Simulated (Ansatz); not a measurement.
```yaml
crystal:
  periodic: [false, false, false]
  atoms:
    - {symbol: B, position_ang: [-3.343823, 1.922172, 0.101581]}
    - {symbol: O, position_ang: [-1.482330, 0.683625, -1.103271]}
    - {symbol: Si, position_ang: [1.548031, 0.221684, -0.387985]}
    - {symbol: N, position_ang: [2.309361, -2.838693, 0.209494]}
    - {symbol: H, position_ang: [-2.929712, 2.964672, 2.083977]}
    - {symbol: H, position_ang: [-5.404441, 1.952625, -0.844523]}
    - {symbol: H, position_ang: [2.113385, 1.731126, 1.904065]}
    - {symbol: H, position_ang: [2.966731, 1.045874, -2.650003]}
    - {symbol: H, position_ang: [2.465536, -4.120360, -1.186695]}
    - {symbol: H, position_ang: [1.914298, -3.659479, 1.878841]}
basis:
  gaussian: {orbitals: def2-SVP}
magnetization: {spin_polarized: true, initial_magnetization: 0}
hamiltonian: {xc: {name: r2SCAN0}, dispersion: d3bjatm}
accuracy: high
```

```sh
$ ansatz run in.yaml --threads 2 --pin off --events-out ev --progress --plain --max-ram 4352MiB
```

It prints (some lines left out):

```
Functional definition: r2SCAN0
1765 factors; integrals over basis functions are off by at most 9.6e-8 eV
mean field evaluation 1: about -12111.5252 eV, gradient 6.9e1 eV
mean field evaluation 2: about -11657.4570 eV, gradient 1.3e2 eV
mean field evaluation 4: about -12119.8691 eV, gradient 5.6e1 eV
mean field evaluation 8: about -12119.8814 eV, gradient 5.6e1 eV
mean field evaluation 16: about -12145.5119 eV, gradient 4.9e0 eV
mean field evaluation 32: about -12127.8697 eV, gradient 4.7e1 eV
mean field evaluation 64: about -12149.6585 eV, gradient 5.4e-4 eV
mean field -12149.65852289 eV, -446.4917153820 hartree, gradient 8.9e-8 eV, S^2 4.818479; 9 other end points of the search recorded, 0 dependent functions left out
reference -12149.65852628 eV, -446.4917155066 hartree; 20, 20 occupied and 70, 70 virtual orbitals, 1765 factors
Total energy: -12149.71952977 eV, -446.4939573434 hartree
```

Task: What is wrong with this run?

Result: The coordinates are in bohr but typed as ångström. The run converged. The result belongs to that input, not to the molecule as meant.
